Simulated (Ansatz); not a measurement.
C2H4AlFS, relaxed with RKS PBE-D4/def2-SVP in the Gaussian-basis code of Ansatz from a rough embedded geometry. The force threshold is 0.03 eV/Å; the program also tests the step.

Charge 0, multiplicity 1. The bonds changed during the relaxation, so this is another structure than the one it started from.

Start:

```xyz
9

F    -0.716   -0.707   -1.408
C    -0.316    0.229   -0.489
Al    1.515   -0.298    0.052
C    -1.191    0.347    0.653
S    -2.585    0.759    0.530
H    -0.264    1.239   -0.988
H     2.717   -0.106   -1.057
H     1.724   -1.505    0.990
H    -0.885    0.042    1.715
```

```tsv
step	energy (eV)	largest force (eV/Å)	largest move (Å)
1	-22262.1337	9.372	0.000
2	-22263.2236	3.683	0.197
3	-22263.4651	0.761	0.148
4	-22263.5152	0.422	0.183
5	-22263.5763	0.754	0.197
6	-22263.6867	0.773	0.195
7	-22263.7995	0.724	0.195
8	-22263.8974	0.787	0.200
9	-22263.9806	0.728	0.195
10	-22264.0543	0.721	0.195
11	-22264.1194	0.911	0.195
12	-22264.1671	0.345	0.132
13	-22264.1812	0.230	0.082
14	-22264.1838	0.283	0.018
15 (rejected)	-22264.1835	0.142	0.053
16	-22264.1852	0.048	0.027
17	-22264.1862	0.030	0.016
18	-22264.1864	0.012	0.013
```

End:

```xyz
9

F    -0.241   -0.433   -1.348
C    -0.160    0.621   -0.256
Al    1.364   -0.710   -0.230
C    -1.235    0.515    0.697
S    -2.315   -0.708    0.879
H    -0.008    1.589   -0.771
H     2.635   -0.311   -1.102
H     1.188   -1.952    0.740
H    -1.228    1.389    1.391
```

It took 21 s on 4 threads of an Arm Neoverse V1 on a shared host, with 0.15 GiB of host memory at the peak.
